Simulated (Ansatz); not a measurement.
`[OH][SnH2][AlH2]` + `N[SiH2]S` → `N[SiH2][S][AlH2]` + `[OH][SnH3]`  (cleavage of the Al–Sn bond)

Isolated molecules relaxed with PBE0-D4/def2-TZVP in Ansatz; ΔE leaves out vibrations. CCSD(T)/CBS adds triple-zeta CCSD(T) − MP2 to the extrapolated MP2 energy (def2 sets, frozen cores). Functionals use def2-TZVPP. def2 core potentials past Kr. For Sn outer-core shells are correlated without core-valence functions, which leaves a few kJ/mol of doubt a bond. Each species was taken in one conformer, which may not be the lowest.

```json
{"level": "revPBE-D4", "ΔE (kJ/mol)": "-86.8", "difference from CCSD(T)/CBS": "3.3"}
{"level": "r2SCAN-D4", "ΔE (kJ/mol)": "-94.3", "difference from CCSD(T)/CBS": "-4.2"}
{"level": "PBE0-D4", "ΔE (kJ/mol)": "-88.5", "difference from CCSD(T)/CBS": "1.6"}
{"level": "r2SCAN0-D4", "ΔE (kJ/mol)": "-94.9", "difference from CCSD(T)/CBS": "-4.8"}
{"level": "PBE-QIDH", "ΔE (kJ/mol)": "-93.8", "difference from CCSD(T)/CBS": "-3.7"}
{"level": "BHLYP", "ΔE (kJ/mol)": "-88.8", "difference from CCSD(T)/CBS": "1.3"}
{"level": "HF/def2-SVP", "ΔE (kJ/mol)": "-95.9", "difference from CCSD(T)/CBS": "-5.8"}
{"level": "MP2/def2-SVP", "ΔE (kJ/mol)": "-106.2", "difference from CCSD(T)/CBS": "-16.1"}
{"level": "SCS-MP2/def2-TZVPP", "ΔE (kJ/mol)": "-95.9", "difference from CCSD(T)/CBS": "-5.8"}
{"level": "HF/def2-QZVPP", "ΔE (kJ/mol)": "-92.1", "difference from CCSD(T)/CBS": "-2.0"}
{"level": "CCSD(T)/CBS", "ΔE (kJ/mol)": "-90.1", "difference from CCSD(T)/CBS": "0"}
```

**Question.** What do rigid-rotor, harmonic-oscillator terms from PBE0-D4/def2-TZVP frequencies (298.15 K, 1 bar) make of the CCSD(T)/CBS value? (An estimate is asked.)

**Answer.** Ansatz gave: ΔZPE = +1.2 kJ/mol, ΔH = -91.2 kJ/mol, ΔS = -24 J/(mol·K), ΔG = -84.0 kJ/mol.

Largest T1 diagnostic among the species: 0.014.

Leaving LDA and LC-ωPBE aside and taking each functional with its dispersion term where it has one, the values, not all of them listed here, spread over 18.7 kJ/mol, from B97M-V to PBE-D4. LDA lies −5.7 kJ/mol from PBE without D4. At CCSD(T), def2-SVP lies −7.8 kJ/mol from the extrapolated value and def2-TZVPP −3.3 kJ/mol. From BLYP to BHLYP (50 % exact exchange), in def2-TZVPP and without D4, ΔE moves by −10.3 kJ/mol.
